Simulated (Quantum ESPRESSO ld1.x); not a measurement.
The numbers below are computed, except where a source is named.
All-electron atom: the molybdenum ion Mo3+ in [Kr] 4d3.

Code: ld1.x of Quantum ESPRESSO 7.5. Model: non-relativistic Kohn-Sham, LDA (Slater exchange, VWN5 correlation), spin-polarised, spherical densities, point nucleus; open shells are filled with parallel spins first; relativity is left out, which matters for an element this heavy.

Energy parts (eV):
| part | energy |
|---|---|
| total | -108062.82 |
| kinetic | 107989.45 |
| electron-nucleus | -256178.23 |
| Hartree | 43290.41 |
| exchange-correlation | -3164.44 |

Orbitals (lengths in bohr, moments of r in powers of bohr; r(max) is where P^2 peaks):
orbital  occ.  eigenvalue (eV)  r(max)      <r>
1s up       1         -19332.0   0.024  0.03634
1s down     1         -19332.0   0.024  0.03634
2s up       1         -2713.69   0.134   0.1589
2s down     1         -2713.28   0.134   0.1589
2p up       3         -2503.76   0.105   0.1361
2p down     3         -2503.45   0.105   0.1361
3s up       1         -486.926   0.395   0.4417
3s down     1         -486.637   0.395   0.4416
3p up       3         -406.213   0.382   0.4363
3p down     3         -405.897   0.382   0.4362
3d up       5         -257.804   0.321   0.4147
3d down     5         -257.380   0.323   0.4145
4s up       1         -93.6813    1.01    1.124
4s down     1         -91.6149    1.01    1.120
4p up       3         -70.3592    1.07    1.222
4p down     3         -68.1968    1.07    1.219
4d up       3         -34.4408    1.30    1.589
4d down     0         -32.2195    1.30    1.601

The highest occupied level is 4d up at -34.441 eV. Summed over all electrons, <r^2> = 25.96 bohr^2, which gives a Langevin (diamagnetic) susceptibility term of -20.6 x 10^-6 cm^3/mol. For comparison, the ionisation energy in NIST's Atomic Spectra Database is 40.3 eV (semi-empirical). In exact Kohn-Sham theory the highest level is minus the ionisation energy, but local and semilocal functionals leave it too shallow, through self-interaction and a potential that decays too fast; potentials with the right tail come closer. Virial ratio -V/T = 2.00068. The density falls to 0.001 e/bohr^3 at r = 3.26 bohr. Spin moment in Bohr magnetons: 3.
